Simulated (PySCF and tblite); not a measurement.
**Conformers and averaged properties: C7H11F, numbered as in [CH2:1]=[C:2]1[CH2:3][CH2:4][CH2:5][CH2:6][C@H:7]1[F:8]**

Search: ETKDG and KDG, MMFF94s, GFN2-xTB, 90 starts; geometries at PBE0-D3(BJ)/def2-SVP. Weights use PBE0-D3(BJ)/def2-SVPD (IEF-PCM, chloroform) energies plus GFN2-xTB zero-point and thermal terms (modes under about 100 cm⁻¹ blended into free rotors). Symmetry numbers and mirror images are counted. Conformers within 3 kcal/mol (GFN2-xTB free energy) were kept, 8 at most. GIAO shieldings: PBE0/pcSseg-1 (IEF-PCM, chloroform). Couplings: B3LYP/pcSseg-1 with pcJ-1 on H, F (gas phase; spin-dipole term only for pairs with B, N, F, Si or P). Couplings are for ¹⁹F, ¹H. Shifts are against TMS (¹H), TMS (¹³C), CFCl3 (¹⁹F) at the same level; of two unlike H on one atom, a is the less shielded. (PySCF 2.14, tblite 0.8.)

The 6-ring runs over atoms 2–3–4–5–6–7.

| conformer | shape | symmetry | E(GFN2) kcal/mol | E(DFT) kcal/mol | G(298.15 K) kcal/mol | weight % | dipole D |
| --- | --- | --- | --- | --- | --- | --- | --- |
| 1 | 6-ring chair (all substituents equatorial) | C1 | 0.00 | 0.00 | 0.00 | 65.0 | 2.86 |
| 2 | 6-ring chair (F8 axial) | C1 | 0.48 | 0.42 | 0.37 | 35.0 | 2.13 |

Weights (%) against temperature:

```json
{"T (K)": "150", "1": "78.9", "2": "21.1", "S(mix) cal/mol/K": "1.02"}
{"T (K)": "200", "1": "72.4", "2": "27.6", "S(mix) cal/mol/K": "1.17"}
{"T (K)": "250", "1": "68.0", "2": "32.0", "S(mix) cal/mol/K": "1.25"}
{"T (K)": "298.15", "1": "65.0", "2": "35.0", "S(mix) cal/mol/K": "1.29"}
{"T (K)": "400", "1": "61.0", "2": "39.0", "S(mix) cal/mol/K": "1.33"}
```

Averaged shifts at 298.15 K. ¹H: 5.33 (H1a, 1H), 5.23 (H1b, 1H), 4.82 (H7, 1H), 2.39 (H3a, 1H), 2.05 (H3b, 1H), 1.84 (H6a, 1H), 1.75 (H5a, 1H), 1.57 (H6b, 1H), 1.49 (H4a, 1H), 1.41 (H5b, 1H), 1.36 (H4b, 1H) ppm. ¹³C: 159.2 (C2), 114.1 (C1), 94.4 (C7), 37.5 (C6), 35.9 (C3), 30.6 (C4), 25.6 (C5) ppm. ¹⁹F: -206.0 (F8) ppm.

Averaged couplings (Hz): ⁴J(H1b,F8) 3.6, ⁴J(H3a,F8) 2.8, ⁵J(H4a,F8) 2.5, ⁴J(H5a,F8) 2.9, ⁴J(H5b,F8) -0.8, ³J(H6a,F8) 17.2, ³J(H6b,F8) 9.4, ²J(H7,F8) 57.4, ²J(H1a,H1b) 2.2, ⁴J(H1a,H3a) -0.9, ⁴J(H1a,H3b) -1.6, ⁴J(H1a,H7) -1.9, ⁴J(H1b,H3a) -1.2, ⁴J(H1b,H3b) -1.9, ⁴J(H1b,H7) -1.9, ²J(H3a,H3b) -14.9, ³J(H3a,H4b) 4.8, ³J(H3a,H4a) 7.0, ⁴J(H3a,H5a) 1.4, ⁴J(H3a,H5b) -0.6, ⁴J(H3a,H7) -0.7, ³J(H3b,H4b) 10.6, ³J(H3b,H4a) 4.9, ⁴J(H3b,H5a) -0.6, ⁴J(H3b,H7) -0.6, ²J(H4b,H4a) -14.4, ³J(H4b,H5a) 4.2, ³J(H4b,H5b) 10.4, ⁴J(H4b,H6a) -0.6, ⁴J(H4b,H6b) 0.6, ³J(H4a,H5a) 7.1, ³J(H4a,H5b) 4.2, ⁴J(H4a,H6a) 0.9, ⁴J(H4a,H6b) -0.6, ²J(H5a,H5b) -15.3, ³J(H5a,H6a) 7.6, ³J(H5a,H6b) 4.5, ⁴J(H5a,H7) -0.8, ³J(H5b,H6a) 4.3, ³J(H5b,H6b) 10.8, ²J(H6a,H6b) -14.1, ³J(H6a,H7) 4.6, ³J(H6b,H7) 9.4. Computed couplings to fluorine can be off by tens of per cent at such levels.

Coordinates of conformer 1 (Å):

```xyz
19

C     2.369    0.441   -0.332
C     1.134    0.297    0.153
C     0.104    1.391    0.201
C    -1.173    0.976   -0.532
C    -1.700   -0.353   -0.004
C    -0.635   -1.441   -0.073
C     0.628   -1.023    0.665
F     1.579   -2.009    0.543
H     3.063   -0.402   -0.352
H     2.715    1.404   -0.717
H     0.520    2.319   -0.218
H    -0.147    1.604    1.257
H    -0.952    0.880   -1.609
H    -1.940    1.761   -0.435
H    -2.593   -0.667   -0.568
H    -2.028   -0.226    1.044
H    -1.002   -2.390    0.348
H    -0.354   -1.634   -1.123
H     0.400   -0.918    1.745
```

Coordinates of conformer 2 (Å):

```xyz
19

C     2.399   -0.106   -0.446
C     1.178   -0.122    0.095
C     0.319   -1.347    0.222
C    -1.033   -1.133   -0.466
C    -1.722    0.129    0.042
C    -0.824    1.353   -0.102
C     0.515    1.136    0.586
F     0.282    1.008    1.951
H     2.977    0.821   -0.516
H     2.863   -1.017   -0.834
H     0.146   -1.535    1.296
H     0.839   -2.227   -0.185
H    -1.677   -2.013   -0.311
H    -0.869   -1.048   -1.554
H    -1.978    0.004    1.108
H    -2.671    0.292   -0.493
H    -0.628    1.562   -1.168
H    -1.303    2.249    0.323
H     1.179    2.005    0.445
```

Unscaled ¹⁹F shifts at such levels can be off by tens of ppm; differences between conformers or isomers are more reliable. Shifts are unscaled: against experiment ¹³C can be off by 15 ppm or more and ¹H by 0.8 ppm.

Search and properties took 9.1 min on 1 thread of Intel Xeon @ 2.50GHz (shared host) (rough), launched as `OMP_NUM_THREADS=1 python ens_run.py task.json out`.
